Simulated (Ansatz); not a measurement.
A run on `FB[AsH2]` with other settings.

```yaml
crystal:
  periodic: [false, false, false]
  atoms:
    - {symbol: F, position_ang: [-2.326239, -0.335303, 0.320039]}
    - {symbol: B, position_ang: [-0.866354, -0.602374, -0.399419]}
    - {symbol: As, position_ang: [0.937618, 1.177167, -0.304912]}
    - {symbol: H, position_ang: [-0.704837, -1.858729, -1.201488]}
    - {symbol: H, position_ang: [2.332013, -0.069446, 0.004560]}
    - {symbol: H, position_ang: [0.680424, 1.608687, 1.523345]}
basis:
  gaussian: {orbitals: aug-cc-pVDZ}
hamiltonian: {xc: {name: SPW92}}
```

```sh
$ ansatz run in.yaml --threads 2 --pin off --events-out ev --progress --plain --max-ram 4352MiB
```

Output, abridged:

```
Functional definition: SPW92
1013 factors; their error is unknown
mean field evaluation 1: about -64162.7916 eV, gradient 2.9e1 eV
mean field evaluation 2: about -64143.8998 eV, gradient 1.1e2 eV
mean field evaluation 4: about -64164.1436 eV, gradient 8.7e0 eV
mean field evaluation 8: about -64164.4419 eV, gradient 7.4e-2 eV
mean field evaluation 16: about -64164.4103 eV, gradient 4.6e-5 eV
mean field -64164.41030939 eV, -2357.9985866709 hartree, gradient 4.6e-5 eV, S^2 0.000000; 0 other end points of the search recorded, 0 dependent functions left out
reference -64164.41038373 eV, -2357.9985894025 hartree; 25, 25 occupied and 84, 84 virtual orbitals, 1013 factors
Total energy: -64164.41038373 eV, -2357.9985894025 hartree
```

Run time 0.7 s (2 threads of an Arm Neoverse V2 on a shared host); peak host memory 0.13 GiB.
